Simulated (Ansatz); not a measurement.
Two members of one family (Series SnHMe2X), computed with Ansatz in the gas phase; def2 core potentials for Sn, no spin–orbit coupling. The two geometries come from different levels. Binding counts from free atoms in the multiplicity of their measured ground term, without zero-point energy. A dash marks a value that wasn't run or was left out as unsound. The structures are stationary points that may keep the symmetry of their start. Remarks come from the PBE and PBE0 runs and from stability tests at other levels; not every state was tested. HOMO above LUMO (over both spins in singlets and doublets, within one spin in higher multiplets; at PBE or PBE0), or a gap under 0.15 eV within one spin, warns that the state may not be the lowest or that an electron is smeared out.

First: SnHMe2Et (singlet, charge 0, r2SCAN-D4/def2-SVP geometry).

```xyz
17

Sn    0.5848    0.3891    0.3763
H     1.7709   -0.2513    1.4569
C     1.3619    0.3404   -1.6415
H     2.2794    0.9432   -1.7137
H     0.6174    0.7483   -2.3426
H     1.5985   -0.6914   -1.9403
C     0.1361    2.4303    0.9302
H    -0.2575    2.4744    1.9562
H    -0.6170    2.8481    0.2462
H     1.0434    3.0508    0.8750
C    -1.2115   -0.8331    0.4774
C    -0.9804   -2.2893    0.0776
H    -1.9636   -0.3579   -0.1756
H    -1.6046   -0.7626    1.5071
H    -1.9104   -2.8819    0.1340
H    -0.6048   -2.3756   -0.9561
H    -0.2426   -2.7816    0.7328
```

| level | HOMO (eV) | LUMO (eV) | gap (eV) | vertical triplet (eV) | binding per atom (eV) |
| --- | --- | --- | --- | --- | --- |
| PBE-D4/def2-SVP | -6.13 | 0.35 | 6.48 | – | 3.75 |
| r2SCAN-D4/def2-TZVP | -6.41 | 0.40 | 6.81 | 6.13 | 3.70 |
| PBE0-D4/def2-SVP | -7.32 | 1.24 | 8.57 | – | 3.72 |
| PBE0-D4/def2-TZVP | -7.34 | 0.69 | 8.03 | 6.29 | 3.71 |
| PBE0-D4/def2-TZVPD | -7.35 | 0.07 | 7.42 | – | 3.71 |

Second: SnHMe2(OAc) (singlet, charge 0, PBE-D4/def2-SVP geometry).

```xyz
17

Sn    0.445    0.898    0.632
H     0.748    0.691    2.321
C     2.200    1.658   -0.391
H     2.006    1.700   -1.479
H     3.062    0.990   -0.201
H     2.442    2.675   -0.025
C    -1.342    1.966    0.058
H    -2.183    1.632    0.693
H    -1.564    1.730   -1.001
H    -1.184    3.057    0.161
O     0.473   -1.012   -0.317
C    -0.562   -1.643    0.198
C    -0.781   -3.048   -0.317
O    -1.295   -1.107    1.043
H    -1.655   -3.507    0.174
H     0.124   -3.659   -0.134
H    -0.934   -3.021   -1.415
```

Task: What does the change do? Estimate second minus first.

Result: 
```csv
level,Δ HOMO (eV),Δ LUMO (eV),Δ gap (eV),Δ vertical triplet (eV),Δ binding per atom (eV)
PBE-D4/def2-SVP,0.24,-0.95,-1.19,–,0.36
r2SCAN-D4/def2-TZVP,-0.01,-0.94,-0.93,-0.85,0.30
PBE0-D4/def2-SVP,-0.20,-0.96,-0.76,–,0.29
PBE0-D4/def2-TZVP,-0.28,-0.68,-0.39,-0.92,0.28
PBE0-D4/def2-TZVPD,-0.31,-0.24,0.07,–,0.28
```

Remarks: gap within one spin near zero at PBE or PBE0 (triplet).
